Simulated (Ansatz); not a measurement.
A CCSD(T) single point on C3H8BCl (`BCCCCl`).

```yaml
crystal:
  periodic: [false, false, false]
  atoms:
    - {symbol: B, position_ang: [-0.527274, 1.869874, 0.932757]}
    - {symbol: C, position_ang: [-0.620630, 0.542876, 0.145461]}
    - {symbol: C, position_ang: [0.542483, -0.432404, 0.230195]}
    - {symbol: C, position_ang: [0.459109, -1.586886, -0.741679]}
    - {symbol: Cl, position_ang: [0.536555, -1.033958, -2.441855]}
    - {symbol: H, position_ang: [0.527394, 2.286661, 1.324040]}
    - {symbol: H, position_ang: [-1.506350, 2.538235, 1.103600]}
    - {symbol: H, position_ang: [-1.582838, 0.037211, 0.290866]}
    - {symbol: H, position_ang: [-0.689833, 0.927953, -0.892910]}
    - {symbol: H, position_ang: [1.487840, 0.097234, 0.080962]}
    - {symbol: H, position_ang: [0.588455, -0.867514, 1.235982]}
    - {symbol: H, position_ang: [-0.480937, -2.130735, -0.641063]}
    - {symbol: H, position_ang: [1.286525, -2.283347, -0.611458]}
basis:
  gaussian: {orbitals: def2-TZVPP}
correlation: {method: ccsd_t}
```

```sh
$ ansatz run in.yaml --threads 4 --pin off --events-out ev --progress --plain --max-ram 10444MiB
```

Output of Ansatz, abridged:

```
Functional definition: HF
1614 factors; integrals over basis functions are off by at most 1.1e-3 eV
mean field evaluation 1: about -16391.2857 eV, gradient 3.3e1 eV
mean field evaluation 2: about -16391.5055 eV, gradient 3.3e1 eV
mean field evaluation 4: about -16394.6240 eV, gradient 4.0e0 eV
mean field evaluation 8: about -16394.6795 eV, gradient 2.2e-1 eV
mean field -16394.67976167 eV, -602.4933685283 hartree, gradient 1.3e-6 eV, S^2 0.000000; 0 other end points of the search recorded, 0 dependent functions left out
9 core orbitals not correlated: weight in the atoms' cores, before any rotation towards them, 1.000 or more for the frozen orbitals, at most 0.000 for the correlated occupied ones
reference -16394.67976167 eV, -602.4933685283 hartree; 15, 15 occupied and 254, 254 virtual orbitals, 1614 factors
second order -22.15755333 eV of doubles, -0.00000000 eV of singles
cycle   1  -23.20154313 eV  change    -1.0e0 eV  update   9.2e-2
cycle   2  -23.76317888 eV  change   -5.6e-1 eV  update   2.6e-2
cycle   3  -23.84305758 eV  change   -8.0e-2 eV  update   1.0e-2
cycle   4  -23.83834041 eV  change    4.7e-3 eV  update   2.5e-3
cycle   5  -23.83811920 eV  change    2.2e-4 eV  update   9.9e-4
cycle   6  -23.83809631 eV  change    2.3e-5 eV  update   3.2e-4
cycle   7  -23.83800693 eV  change    8.9e-5 eV  update   1.4e-4
cycle   8  -23.83799198 eV  change    1.5e-5 eV  update   4.6e-5
cycle   9  -23.83799561 eV  change   -3.6e-6 eV  update   1.7e-5
perturbative correction -0.94998425 eV, -0.0349112772 hartree
Total energy: -16419.46774153 eV, -603.4043099862 hartree
```

Hardware: 4 threads of an Arm Neoverse V2 on a shared host. Wall time 3.1 min, peak host memory 7.9 GiB.

MP2 recovers 89.4 % of the CCSD(T) correlation energy and the triples give 3.8 %; T1 = 0.0092.
